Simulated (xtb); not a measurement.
C₂HF₅, charge +1, doublet, from a rough starting geometry (a state made from the parent by changing its charge; the spin is typed, not shown lowest); GFN2-xTB in xtb.

xtb was given this input:
```
$ xtb mol.xyz --gfn 2 --chrg 1 --uhf 1 --opt vtight --json

# file mol.xyz
8

F      1.08002063    -1.20546300     0.67356244
C      0.77989372    -0.15589065    -0.06459190
F      1.41643424     0.95407951     0.40554670
C     -0.73283450     0.13011665     0.02598277
F     -1.20632732     0.29433651     1.25282087
F     -1.07196111     1.19570289    -0.67240856
F     -1.47766800    -0.95289918    -0.51561374
H      1.10662592    -0.30532980    -1.08322471
```

The log (banner, timings and long lists left out):

```
   ID    Z sym.   atoms
    1    9 F      1, 3, 5-7
    2    6 C      2, 4
    3    1 H      8

           -------------------------------------------------
          |                Calculation Setup                |
           -------------------------------------------------

           -------------------------------------------------
          |                 G F N 2 - x T B                 |
           -------------------------------------------------

          ...................................................
          :                      SETUP                      :
          :.................................................:
          :  # basis functions                  29          :
          :  # atomic orbitals                  29          :
          :  # shells                           15          :
          :  # electrons                        43          :
          :  max. iterations                   250          :
          :  Hamiltonian                  GFN2-xTB          :
          :  restarted?                      false          :
          :  GBSA solvation                  false          :
          :  PC potential                    false          :
          :  electronic temp.          300.0000000     K    :
          :  accuracy                    1.0000000          :
          :  -> integral cutoff          0.2500000E+02      :
          :  -> integral neglect         0.1000000E-07      :
          :  -> SCF convergence          0.1000000E-05 Eh   :
          :  -> wf. convergence          0.1000000E-03 e    :
          :  Broyden damping             0.4000000          :
          :  net charge                          1          :
          :  unpaired electrons                  1          :
          ...................................................

 iter      E             dE          RMSdq      gap      omega  full diag
   1    -27.8117574 -0.278118E+02  0.466E+00   10.99       0.0  T
   2    -27.8614567 -0.496993E-01  0.252E+00   10.60       1.0  T
   3    -27.8662632 -0.480641E-02  0.144E+00   10.71       1.0  T
   4    -27.8676018 -0.133864E-02  0.422E-01   10.84       1.0  T
   5    -27.8690037 -0.140188E-02  0.100E-01   10.77       1.0  T
   6    -27.8690171 -0.134392E-04  0.470E-02   10.78       1.0  T
   7    -27.8690233 -0.618118E-05  0.125E-02   10.78       2.8  T
   8    -27.8690236 -0.281915E-06  0.393E-03   10.78       9.0  T
   9    -27.8690236 -0.754026E-07  0.152E-03   10.78      23.2  T
[...]
 * total energy  :   -27.8068286 Eh     change       -0.8687720E-02 Eh
 * total energy  :   -27.8076030 Eh     change       -0.7743998E-03 Eh
 * total energy  :   -27.8083187 Eh     change       -0.7157170E-03 Eh
 * total energy  :   -27.8083951 Eh     change       -0.7633355E-04 Eh
 * total energy  :   -27.8084158 Eh     change       -0.2078576E-04 Eh
 * total energy  :   -27.8084200 Eh     change       -0.4146389E-05 Eh
 * total energy  :   -27.8084208 Eh     change       -0.8451550E-06 Eh
 * total energy  :   -27.8084211 Eh     change       -0.2418979E-06 Eh
 * total energy  :   -27.8084213 Eh     change       -0.2214846E-06 Eh
 * total energy  :   -27.8084214 Eh     change       -0.1464213E-06 Eh
 * total energy  :   -27.8084216 Eh     change       -0.1140760E-06 Eh
 * total energy  :   -27.8084216 Eh     change       -0.4433070E-07 Eh
   *** GEOMETRY OPTIMIZATION CONVERGED AFTER 14 ITERATIONS ***
         :: total energy             -27.808421597136 Eh    ::
[...]
     1   9 F        0.788     0.007     9.305     3.603
     2   6 C        3.366     0.307    19.378     6.896
     3   9 F        0.788     0.007     9.305     3.603
     4   6 C        3.229     0.515    18.004     6.891
     5   9 F        0.790    -0.011     9.456     3.632
     6   9 F        0.789    -0.027     9.593     3.659
     7   9 F        0.789    -0.027     9.593     3.659
     8   1 H        0.921     0.229     0.962     1.534

 Mol. C6AA /au·bohr⁶  :        614.843033
 Mol. C8AA /au·bohr⁸  :      12666.945383
 Mol. α(0) /au        :         33.477011

Wiberg/Mayer (AO) data.
largest (>0.10) Wiberg bond orders for each atom

 ---------------------------------------------------------------------------
     #   Z sym  total        # sym  WBO       # sym  WBO       # sym  WBO
 ---------------------------------------------------------------------------
     1   9 F    1.389 --     2 C    1.137     3 F    0.121
     2   6 C    3.803 --     3 F    1.137     1 F    1.137     8 H    0.859
                             4 C    0.574
     3   9 F    1.389 --     2 C    1.137     1 F    0.121
     4   6 C    3.872 --     5 F    1.084     7 F    1.075     6 F    1.075
                             2 C    0.574
     5   9 F    1.349 --     4 C    1.084
     6   9 F    1.325 --     4 C    1.075
     7   9 F    1.325 --     4 C    1.075
     8   1 H    0.945 --     2 C    0.859
 ---------------------------------------------------------------------------

Topologies differ in total number of bonds
Writing topology from bond orders to xtbtopo.mol

molecular dipole:
                 x           y           z       tot (Debye)
 q only:        0.293      -0.110      -0.463
   full:        0.344      -0.130      -0.569       1.721
molecular quadrupole (traceless):
                xx          xy          yy          xz          yz          zz
 q only:        2.461      -0.911      -1.960      -1.652       0.445      -0.502
  q+dip:        4.025      -1.620      -4.012      -2.704       0.899      -0.013
   full:        4.231      -1.597      -3.716      -2.640       0.803      -0.516

optimized geometry written to: xtbopt.xyz

           -------------------------------------------------
          | TOTAL ENERGY              -27.808421597136 Eh   |
          | GRADIENT NORM               0.000040610566 Eh/α |
          | HOMO-LUMO GAP               7.863957225980 eV   |
           -------------------------------------------------

normal termination of xtb
```
